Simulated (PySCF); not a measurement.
Predicted microwave data (wB97X-D/def2-SVPD in PySCF (dipole) on a GFN2-xTB geometry, gas phase) for one isomer of C4H13NSi:

| Property | Result |
| --- | --- |
| Rotational constants | A = 3768, B = 1801, C = 1328 MHz |
| Dipole components | \|μa\| = 0.99 D, \|μb\| = 0.12 D, \|μc\| = 0.09 D |
| Inertial defect | -34.27 u·Å² |
| κ | -0.61 |

Question: Which candidate fits, each taken in the one conformer that was computed?
A. `[CH3:1][NH:2][C@@H:3]([CH3:4])[SiH2:5][CH3:6]` with C1–N2–C3–C4 72°, N2–C3–Si5–C6 58°
B. `[CH3:1][CH2:2][NH:3][SiH2:4][CH2:5][CH3:6]` with C1–C2–N3–Si4 84°, C2–N3–Si4–C5 180°, N3–Si4–C5–C6 -175°

Answer: A. It is CN[C@@H](C)[SiH2]C, an asymmetric top, point group C1. The candidates at the same level (rigid rotor, commonest isotopes):

```csv
SMILES,A (MHz),B (MHz),C (MHz),μa (D),μb (D),μc (D),Δ (u·Å²),point group,rotor
CN[C@@H](C)[SiH2]C,3768,1801,1328,0.99,0.12,0.09,-34.27,C1,asymmetric top
CCN[SiH2]CC,8950,1075,1055,0.43,0.42,0.84,-47.47,C1,near-prolate asymmetric top
```

`CCN[SiH2]CC` has A 137 % too high. No structure here is proved a minimum.
